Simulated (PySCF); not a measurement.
C₄H₆N₂O₂.
SMILES with atom numbers: `[CH3:1][O:2][c:3]1[n:4][n:5][c:6]([CH3:7])[o:8]1`

NICS is the negative of the GIAO shielding at a point without a nucleus: at the ring centre (0) and 1 Å above and below it (1); zz is the component along the ring normal. Level: GIAO PBE0/pcSseg-1 (PySCF, non-relativistic, gas phase) on the GFN2-xTB geometry, one conformer.

Ring bond lengths (Å), with Mayer bond orders in brackets: C3–N4 1.291 (1.65), N4–N5 1.358 (1.13), N5–C6 1.284 (1.74), C6–O8 1.370 (1.02), O8–C3 1.346 (1.08).

Problem. Give the NICS values of each ring in ppm.

Solution. 
| ring | type | NICS(0) | NICS(1), two faces | NICS(1)zz, two faces | rms pucker (Å) | centre to ring atoms, mean (Å) |
| --- | --- | --- | --- | --- | --- | --- |
| C3–N4–N5–C6–O8 | 5-membered ring with 2 N and O; formal bonds all aromatic | -8.4 | -8.5 / -8.5 | -20.9 / -20.9 | 0.00 | 1.13 |

Problem. What do they say, and how far can they be read as aromaticity?

Solution. 
- C3–N4–N5–C6–O8: mean NICS(1)zz -20.9 ppm, shielded, aromatic by this magnetic criterion (flat ring, no four-coordinate atom).

Problem. How equal are the bonds by HOMA? HOMA = 1 − mean of α(R − Ropt)² over the ring bonds, with Krygowski's 1993 parameters (CN: Ropt 1.334 Å, α 93.52 Å⁻²; CO: Ropt 1.265 Å, α 157.38 Å⁻²; NN: Ropt 1.309 Å, α 130.33 Å⁻²).

Solution. 
- C3–N4–N5–C6–O8: HOMA 0.30; the largest term is that of C6–O8, α(R − Ropt)² = 1.73.

Problem. What field does 7.05 T along the ring normal induce along that normal at the first NICS(1) probe listed for ring C3–N4–N5–C6–O8, 1 Å off the ring?

Solution. NICSzz × B0 = -20.9 ppm × 7.05 T = -147 μT, against the applied field.

Problem. List the ring angles and the Hirshfeld charges of the ring atoms.

Solution. 
- C3–N4–N5–C6–O8: C3 113.1° (+0.192 e), N4 106.0° (-0.187 e), N5 107.7° (-0.162 e), C6 111.6° (+0.125 e), O8 101.6° (-0.078 e); sum 540.0° against 540° for a flat convex ring.

The values belong to the conformer `[CH3:1][O:2][c:3]1[n:4][n:5][c:6]([CH3:7])[o:8]1`: C1–O2–C3–N4 0°.
